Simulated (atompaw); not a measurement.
**What one change does to a pseudopotential (In, PAW (atompaw))**

```
Element                 : In (Z = 49)
Generator               : atompaw 4.2.0.5
Type                    : PAW
Functional              : PBE
Relativity              : scalar-relativistic
Frozen core             : [Kr]
Valence charge          : 13
Reference configuration : 4d10 5s2 5p0 (charge +1)
Partial waves           : 5s (bound): rc 2.15 bohr; 5s channel at -0.65 Ry: rc 2.15 bohr; 5p (bound, empty): rc 2.00 bohr; 5p channel at 0.6 Ry: rc 2.00 bohr; 4d (bound): rc 2.15 bohr; 4d channel at -0.65 Ry: rc 2.15 bohr
Local potential         : troulliermartins scheme with l = 3 at 0.5 Ry, radius 2.10 bohr
Core correction         : smooth core density matched at 1.20 bohr
Augmentation charge     : sinc compensation charge, radius 1.90 bohr; PAW radius 2.15 bohr; waves and projectors: custom polynom2 7 10 vanderbiltortho
```

Change: reference 4d10 5s2 5p1.

Cutoffs: the cutoffs (Ry, on a coarse ladder) from which the occupation-weighted sum of valence levels, in a spherical-Bessel basis at the reference potential, stays within 10 and 1 mRy of its value at 400 Ry; they do not see the model core or the augmentation charge, which bear on the density cutoff.

Problem. What does the change do?

Solution. The potential gets harder (21 Ry and 35 Ry → 21 Ry and 50 Ry); both files keep a bound ghost (p, s).

```tsv
quantity	base	changed
cutoff, loose	21 Ry	21 Ry
cutoff, tight	35 Ry	50 Ry
bound ghosts	s, p	s, p
s: phases at 2.16 bohr within 0.05 rad from the reference energy up to (Ry; the scan ends near 5)	to the end of the scan	to the end of the scan
p: phases at 2.16 bohr within 0.05 rad from the reference energy up to (Ry; the scan ends near 5)	to the end of the scan	to the end of the scan
d: phases at 2.16 bohr within 0.05 rad from the reference energy up to (Ry; the scan ends near 5)	2.1	2.5
lowest overlap eigenvalue by channel	s 0.09, p 0.50, d 0.91	s 0.12, p 0.55, d 0.92
```

 A true bound ghost makes a file unfit for plane-wave use even where its test errors are small: the radial tests pick states by their node count and pass the ghost by. The cutoffs see the waves, projectors and local potential, not the compensation charge or the core.
